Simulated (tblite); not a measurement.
C₇H₇OS (doublet state).
Structure used (GFN2-xTB), in Å, numbered top down from 1:
```
atom  x, y, z in Å
C1    -2.0799    1.4851   -0.7466
O2    -1.6387    0.1535   -0.6153
C3    -0.3694    0.0115   -0.1405
C4     0.4672    1.0374    0.1999
C5     1.7367    0.9082    0.6737
C6     2.2374   -0.3828    0.8294
C7     1.4405   -1.4641    0.5037
C8     0.1526   -1.2873    0.0248
S9    -0.8366   -2.6971   -0.3802
H10   -1.4447    2.0374   -1.4457
H11   -2.0693    1.9944    0.2218
H12   -3.0977    1.4349   -1.1291
H13    2.3393    1.7677    0.9216
H14    3.2395   -0.5314    1.2018
H15    1.8130   -2.4707    0.6179
H16   -1.8975   -1.9877   -0.7488
```

Calculated harmonic vibrations of the isolated species, GFN2-xTB (tblite), most abundant isotopes, no scaling. Errors from tens to a few hundred cm⁻¹ against measured bands are possible. Modes of hydrogen on sulfur can be 10 to 20 % off. One conformer, not necessarily the lowest. Open shells enter through the occupations alone, without spin polarisation, and single modes of such species can be off by tens of per cent.

Harmonic wavenumbers (cm⁻¹): 76.9, 120.0, 150.7, 166.0, 178.2, 246.2, 254.1, 384.6, 428.4, 457.0, 486.0, 560.5, 608.9, 667.5, 744.1, 783.0, 855.8, 860.3, 884.0, 982.8, 1069.9, 1097.5, 1126.6, 1132.7, 1153.9, 1181.8, 1246.9, 1281.7, 1386.8, 1401.8, 1442.7, 1453.4, 1475.4, 1499.5, 1604.4, 2461.0, 2942.3, 2958.7, 3032.0, 3078.1, 3087.7, 3097.6.

A = 1630, B = 1560, C = 801.3 MHz; mass 139.022 u (most abundant isotopes); point group Cs, symmetry number 1; spin multiplicity 2.

What is the zero-point energy?

½Σν̃ = 25054 cm⁻¹ = 299.71 kJ/mol.

What is S at 273.15 K and 1 bar for an ideal gas of classical rigid rotors and harmonic oscillators?

Translation 168.58, rotation 122.11, vibration 91.71, spin (R ln 2) 5.76: S = 388.2 J/(mol K).

And Cp and H(273.15 K) − H(0)?

Cp = 139.30 J/(mol K), of which vibrations give 106.04 (their classical limit is 42 R = 349.2); H(273.15 K) − H(0) = 23.31 kJ/mol without the zero-point energy, 14.23 from vibrations.

How do the functions run with temperature in this model?

```json
{"T (K)": "100", "S (J/(mol K))": "286.9", "Cp (J/(mol K))": "72.4", "H − H(0) (kJ/mol)": "4.92", "G − H(0) (kJ/mol)": "-23.78", "ln q(vib)": "0.96"}
{"T (K)": "200", "S (J/(mol K))": "349.3", "Cp (J/(mol K))": "111.4", "H − H(0) (kJ/mol)": "14.14", "G − H(0) (kJ/mol)": "-55.72", "ln q(vib)": "3.10"}
{"T (K)": "300", "S (J/(mol K))": "401.7", "Cp (J/(mol K))": "149.4", "H − H(0) (kJ/mol)": "27.19", "G − H(0) (kJ/mol)": "-93.32", "ln q(vib)": "5.38"}
{"T (K)": "500", "S (J/(mol K))": "494.2", "Cp (J/(mol K))": "214.7", "H − H(0) (kJ/mol)": "63.96", "G − H(0) (kJ/mol)": "-183.13", "ln q(vib)": "9.98"}
{"T (K)": "800", "S (J/(mol K))": "609.6", "Cp (J/(mol K))": "275.1", "H − H(0) (kJ/mol)": "138.33", "G − H(0) (kJ/mol)": "-349.34", "ln q(vib)": "16.57"}
{"T (K)": "1000", "S (J/(mol K))": "673.8", "Cp (J/(mol K))": "300.0", "H − H(0) (kJ/mol)": "195.98", "G − H(0) (kJ/mol)": "-477.83", "ln q(vib)": "20.62"}
```

q(vib) and H(0) count from the zero-point level.

What must be added to the electronic energy to get the Gibbs energy at 273.15 K and 1 bar?

ZPE + [H(273.15 K) − H(0)] − T·S = 299.71 + 23.31 − 106.03 = 216.99 kJ/mol.

Which modes carry the vibrational entropy at 273.15 K?

76.9 cm⁻¹: 15.89; 120.0 cm⁻¹: 12.27; 150.7 cm⁻¹: 10.45; 166.0 cm⁻¹: 9.69; 178.2 cm⁻¹: 9.14; 246.2 cm⁻¹: 6.71 J/(mol K); the other 36 give 27.57 together.

Hindered rotation and anharmonicity are outside this model. Other conformers, if any are populated, would add a mixing term that is left out.
